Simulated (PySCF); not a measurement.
## Worked example: chemical shift, span and skew from a shielding tensor

C5H6Si, SMILES C([SiH2]C#CC)#C. Atoms are numbered in the order given.

```xyz
12

C     -2.7796     1.5335     0.1596
C     -2.0468     0.5677     0.0524
Si    -0.9476    -0.8966    -0.1103
C      0.8039    -0.3877    -0.0396
C      1.9737    -0.0478     0.0075
C      3.3696     0.3605     0.0640
H     -3.4259     2.3870     0.2544
H     -1.2468    -1.8442     0.9980
H     -1.2308    -1.5649    -1.4100
H      3.9166     0.0280    -0.8334
H      3.8729    -0.0688     0.9458
H      3.4570     1.4576     0.1259
```
Charge 0, spin multiplicity 1.

Geometry optimised at B3LYP-D3(BJ)/def2-SVP. This is a generated structure with no PubChem entry under its InChIKey; it may be hypothetical.

GIAO shieldings from HF/pcSseg-1 (PySCF), non-relativistic, no solvent. The symmetric part of the tensor of C6 has the principal values 179.6, 179.7, 198.4 ppm. The same nucleus in TMS has σ = 192.6 ppm at this level (PySCF, at its B3LYP-D3(BJ)/def2-TZVP geometry).

Question: Work out the isotropic shielding, the ¹³C shift against TMS, the span and the skew.

Answer: 
σ(iso) = (σ11 + σ22 + σ33)/3 = 185.9 ppm. δ = σ(ref) − σ(iso) = 192.6 − (185.9) = 6.7 ppm.
Span Ω = σ33 − σ11 = 18.8 ppm. Skew κ = 3(σ(iso) − σ22)/Ω = 0.99, an axial tensor. Tumbling in solution averages the tensor to δ; in a static solid the shielding alone would spread this spin-1/2 line over Ω.
